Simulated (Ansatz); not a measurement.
Isolated molecules relaxed with PBE0-D4/def2-TZVP in Ansatz; ΔE leaves out vibrations. CCSD(T)/CBS is the MP2 limit (def2-TZVPP, def2-QZVPP) plus CCSD(T) − MP2 in def2-TZVPP, frozen cores. This one scheme is used for every species. DFT in def2-TZVPP. B3LYP here is the variant with VWN-RPA as its local correlation; programs differ in this. Each species was taken in one conformer, which may not be the lowest.

`[SiH3]O[SiH2]S` + `C=O` → `O=C[SiH2]O[SiH3]` + H₂S  (formal exchange of groups at the Si–S bond)

`[SiH3]O[SiH2]S`:

Cartesian coordinates in Å:
```
Si -1.601 0.630 -0.258
O 0.012 0.842 -0.031
Si 1.418 0.018 -0.102
S 1.179 -2.056 0.332
H -2.233 1.971 -0.230
H -2.165 -0.211 0.828
H -1.862 -0.020 -1.568
H 1.964 0.041 -1.479
H 2.341 0.649 0.866
H 0.947 -1.865 1.642
```

`C=O`:

Z-matrix (Å, degrees):
```
C
O 1 1.195
H 1 1.109 2 122.0
H 1 1.109 2 122.0 3 -180.0
```

`O=C[SiH2]O[SiH3]`:

Cartesian coordinates in Å:
```
O -1.961 0.135 -0.080
C -1.580 -0.604 0.797
Si 0.306 -0.870 1.046
O 1.064 0.027 -0.069
Si 0.830 1.065 -1.327
H -2.331 -1.116 1.444
H 0.673 -0.445 2.422
H 0.613 -2.314 0.878
H 2.182 1.425 -1.825
H 0.069 0.405 -2.415
H 0.134 2.292 -0.872
```

H₂S:

Cartesian coordinates in Å:
```
S -0.015 -0.431 -0.445
H -0.869 0.523 -0.047
H 0.884 -0.092 0.491
```

(1) Is it downhill or uphill in electronic energy at CCSD(T)/CBS, and by how much? (Estimate.)

(2) What do these levels give: B3LYP-D4, ωB97X-V, ωB97M-V, B2PLYP, PBE, B3LYP, MP2/def2-TZVPP, SCS-MP2/def2-TZVPP, CCSD/def2-TZVPP, CCSD(T)/def2-TZVPP, MP2/def2-QZVPP, HF/CBS(def2)? (An estimate is asked.)

Largest T1 diagnostic among the species: 0.015.

## Answers

(1) The calculation gave: Uphill: ΔE = +79.9 kJ/mol.

(2) The calculation gave: B3LYP-D4 76.6, ωB97X-V 77.7, ωB97M-V 77.7, B2PLYP 79.3, PBE 77.7, B3LYP 76.4, MP2/def2-TZVPP 85.2, SCS-MP2/def2-TZVPP 82.0, CCSD/def2-TZVPP 78.4, CCSD(T)/def2-TZVPP 78.4, MP2/def2-QZVPP 86.0, HF/CBS(def2) 82.0 kJ/mol.

From PBE to PBE0 (25 % exact exchange), in def2-TZVPP and without D4, ΔE moves by +3.7 kJ/mol.
